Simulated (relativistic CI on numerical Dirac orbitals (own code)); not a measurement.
# Co2+ in a cubic cluster: 1s photoemission with charge transfer

Computed with a charge-transfer multiplet model of a cubic metal-ligand cluster with up to 3 ligand holes, Slater and spin-orbit integrals from Dirac-Coulomb-Breit ions, Slater integrals scaled by 0.7. The ground state mixes d7 with configurations of k ligand holes L, whose averages lie at kΔ + k(k − 1)U_dd/2; a core hole lowers each added d electron by U_cd. 300 K, Lorentzian 1.1 eV and Gaussian 0.6 eV FWHM.

Atomic integrals in eV (Slater integrals scaled, ζ unscaled), ground: F2dd 8.079, F4dd 5.014, zeta_d 0.063; with the core hole: F2dd 9.305, F4dd 5.810, zeta_d 0.091, G2cd 0.052.

Cluster parameters (eV): Δ = 6.4, U_cd = 7.9, 10Dq = 1.1, 10Dq(ligand) = 0.1, V(eg) = 2.8, V(t2g) = -1.41, final-state hopping factor = 1.

| Case | n_d | d7 | d8L | d9L2 | d10L3 | S |
| --- | --- | --- | --- | --- | --- | --- |
| U_dd = 4.2 eV | 7.26 | 0.76 | 0.23 | 0.02 | 0.00 | 0.90 |
| U_dd = 6.3 eV | 7.24 | 0.77 | 0.22 | 0.01 | 0.00 | 1.01 |
| U_dd = 7 eV | 7.23 | 0.78 | 0.21 | 0.01 | 0.00 | 1.04 |
| U_dd = 7.7 eV | 7.23 | 0.78 | 0.21 | 0.01 | 0.00 | 1.07 |
| U_dd = 8.4 eV | 7.22 | 0.78 | 0.21 | 0.01 | 0.00 | 1.10 |

Weights, n_d and S are thermal averages at 300 K. Binding energies count from the first peak over 30 % of the highest in each spectrum, which can be another peak from case to case. The parameters are a model scan and need not match a compound or its usual spin state. Peaks in eV (height, largest 100):
- U_dd = 4.2 eV: 0.0 (100), 3.7 (10), 7.7 (45)
- U_dd = 6.3 eV: 0.0 (100), 8.3 (39)
- U_dd = 7 eV: 0.0 (100), 8.4 (37)
- U_dd = 7.7 eV: 0.0 (100), 8.5 (35)
- U_dd = 8.4 eV: 0.0 (100), 8.5 (32)

For the case U_dd = 6.3 eV, Δ = 6.4 eV is larger than U_dd = 6.3 eV, the Mott-Hubbard side of the Zaanen-Sawatzky-Allen scheme. With the core hole the average of the configuration with one ligand hole lies at Δ − U_cd = -1.5 eV before mixing: the effective hopping of about 4.4 eV (from the holes of the mixed ground state) is comparable with this gap or larger, so the configurations mix strongly.
